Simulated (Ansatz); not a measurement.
Geometry optimisation, Ansatz, RHF/6-31G*.

Input file:

```yaml
crystal:
  periodic: [false, false, false]
  atoms:
    - { symbol: B, position_ang: [0.088396, -0.644632, -0.473102] }
    - { symbol: H, position_ang: [-0.041207, 0.145677, 1.795064] }
    - { symbol: Cl, position_ang: [1.526408, 0.329664, -0.69264] }
    - { symbol: Cl, position_ang: [-1.484997, 0.005265, -0.889434] }
    - { symbol: S, position_ang: [0.312472, -2.388728, 0.120852] }
    - { symbol: H, position_ang: [-0.962409, -2.748974, 0.069852] }
    - { symbol: H, position_ang: [0.025337, -0.535473, 1.942708] }
basis:
  gaussian: { orbitals: "6-31G*" }
hamiltonian:
  xc: hf
relax:
  f_tol: 0.03
  max_steps: 50
```

Launched with:

```bash
$ ansatz run input.yaml --threads 1 --pin off --max-ram 2048MiB --backend cpu --events-out ev --progress --plain --runs-dir out
```

Q: Where does it end, and by what steps?

A: The run converged. The force dipped under the threshold on the way, but the program's further checks kept it going. After 16 steps the energy has fallen by 0.381 eV; H7 moved furthest, 1.31 Å.

```csv
step,energy less start (eV),largest force component (eV/Å),accepted
0,0.0000,1.333,yes
1,-0.2029,0.616,yes
2,-0.3033,0.448,yes
3,-0.3332,0.463,yes
4,-0.3384,0.479,yes
5,-0.3638,0.292,yes
6,-0.3750,0.063,yes
7,-0.3778,0.016,yes
8,-0.3792,0.184,yes
9,-0.3691,0.369,no
10,-0.3803,0.007,yes
11,-0.3808,0.022,yes
12,-0.3811,0.068,yes
13,-0.3811,0.039,yes
14,-0.3812,0.036,yes
15,-0.3812,0.034,yes
16,-0.3812,0.021,yes
```

```xyz
7
Properties=species:S:1:pos:R:3
B 0.133 -0.882 -0.965
H -0.285 0.614 2.949
Cl 1.583 0.059 -1.269
Cl -1.442 -0.123 -1.136
S 0.331 -2.604 -0.477
H -0.951 -2.917 -0.354
H 0.094 0.015 3.125
```

Whether the end is a true minimum wasn't checked by a vibrational analysis.

Time of the run: 54 s on 1 thread of Intel(R) Xeon(R) Platinum 8259CL CPU @ 2.50GHz (Skylake/Cascade Lake) (shared host), peak memory 0.17 GiB.
